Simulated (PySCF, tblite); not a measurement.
Isomers of C5H8OSSi, one GFN2-xTB conformer each. Single-point energies are computed at PBE0/pcSseg-1 (PySCF, gas phase, no added dispersion term), electronic only.

```
             SMILES  GFN2-xTB relative energy (kcal/mol)
C=C1C=C(SC)O[SiH2]1                                 12.8
  C[SiH2]c1ccc(S)o1                                 25.0
C=C(C)[Si@H]1OC=CS1                                  0.0
```

Conformers: `[CH2:1]=[C:2]1[CH:3]=[C:4]([S:5][CH3:6])[O:7][SiH2:8]1` with C3–C4–S5–C6 180°; `[CH3:1][SiH2:2][c:3]1[cH:4][cH:5][c:6]([SH:7])[o:8]1` with C1–Si2–C3–C4 -126°, C5–C6–S7–H 180°; `[CH2:1]=[C:2]([CH3:3])[Si@H:4]1[O:5][CH:6]=[CH:7][S:8]1` with C1–C2–Si4–O5 -17°.

What does PBE0/pcSseg-1 give for the same structures?

```tsv
SMILES	PBE0/pcSseg-1 E (Eh)	PBE0/pcSseg-1 (kcal/mol)	GFN2-xTB (kcal/mol)	point group
C=C(C)[Si@H]1OC=CS1	-957.63910	0.0	0.0	C1
C=C1C=C(SC)O[SiH2]1	-957.60623	20.6	12.8	Cs
C[SiH2]c1ccc(S)o1	-957.60176	23.4	25.0	C1
```

Both levels put the same isomer lowest; measured from each level's own lowest isomer, the values differ by up to 7.8 kcal/mol (C=C1C=C(SC)O[SiH2]1: 12.8 against 20.6). As drawn, the lowest has an Si–O bond and a C=C bond outside aromatic rings, which the highest lacks; the highest has an aromatic ring and an S–H bond, which the lowest lacks.

Which frontier levels, dipoles and rotational constants go with these structures?

| SMILES | HOMO (eV, PBE0/pcSseg-1) | LUMO (eV) | dipole (D) | A, B, C (MHz) |
| --- | --- | --- | --- | --- |
| C=C(C)[Si@H]1OC=CS1 | -5.99 | -0.72 | 1.29 | 2677, 1069, 899.3 |
| C=C1C=C(SC)O[SiH2]1 | -5.62 | -0.71 | 1.51 | 3197, 943.6, 738.5 |
| C[SiH2]c1ccc(S)o1 | -6.04 | -0.16 | 0.78 | 3065, 759.9, 642.1 |

What happens when harmonic zero-point energies from GFN2-xTB frequencies are added?

```json
{"SMILES": "C=C(C)[Si@H]1OC=CS1", "ZPE (kcal/mol)": "72.6", "electronic (kcal/mol)": "0.0", "with ZPE (kcal/mol)": "0.0"}
{"SMILES": "C=C1C=C(SC)O[SiH2]1", "ZPE (kcal/mol)": "70.2", "electronic (kcal/mol)": "20.6", "with ZPE (kcal/mol)": "18.3"}
{"SMILES": "C[SiH2]c1ccc(S)o1", "ZPE (kcal/mol)": "68.9", "electronic (kcal/mol)": "23.4", "with ZPE (kcal/mol)": "19.8"}
```

The zero-point energies span 3.7 kcal/mol. The order is unchanged.
